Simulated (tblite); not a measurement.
Compound: C4H8BNSi.
Structure used (GFN2-xTB), in Å, numbered top down from 1:
```
atom  x, y, z in Å
Si1    2.4579   -0.0191    0.2217
C2     0.5875   -0.0105    0.0380
C3    -0.1004    1.1679   -0.0141
N4    -1.4469    1.2191   -0.1221
B5    -2.2667    0.0659   -0.1931
C6    -1.5062   -1.2425   -0.1415
C7    -0.1493   -1.2243   -0.0297
H8     3.0020   -1.2225   -0.4101
H9     3.0074    1.1757   -0.4259
H10    2.8282   -0.0068    1.6417
H11    0.4264    2.1135    0.0312
H12   -1.8455    2.1478   -0.1535
H13   -3.4272    0.2007   -0.2822
H14   -1.9916   -2.2099   -0.1918
H15    0.4201   -2.1469    0.0094
```

Calculated harmonic vibrations of the isolated species, GFN2-xTB (tblite), most abundant isotopes, no scaling. The method is semi-empirical: single wavenumbers can be off by several per cent or more. Modes of hydrogen on boron and silicon can be 10 to 20 % off. The optimisation stopped once no atom felt more than 0.01 eV/Å.

Lowest wavenumbers of the output (negative numbers stand for imaginary wavenumbers):
```
mode    cm-1
  1     -23.2
  2     138.1
  3     209.1
  4     316.9
  5     342.5
  6     390.4
  7     540.5
  8     547.5
  9     548.5
 10     574.0
```

Is this structure a minimum?

Not by this Hessian. 1 mode is imaginary beyond 20i (23i cm⁻¹), so at this level the point lies at or near a first-order saddle. The curvature is small, so loose convergence or finite differences may be the whole cause.

Which atoms move in the imaginary mode?

23i: H10 (Si–H hydrogen) 33 %, H9 (Si–H hydrogen) 30 %, H8 (Si–H hydrogen) 30 %. These are shares of the mass-weighted motion.

What is the remedy?

Step along that mode in both directions, optimise again with tighter thresholds and repeat the frequencies. The zero-point energy of this point (67.9 kcal/mol) counts the 38 real modes alone, and thermal corrections from it aren't those of a minimum.
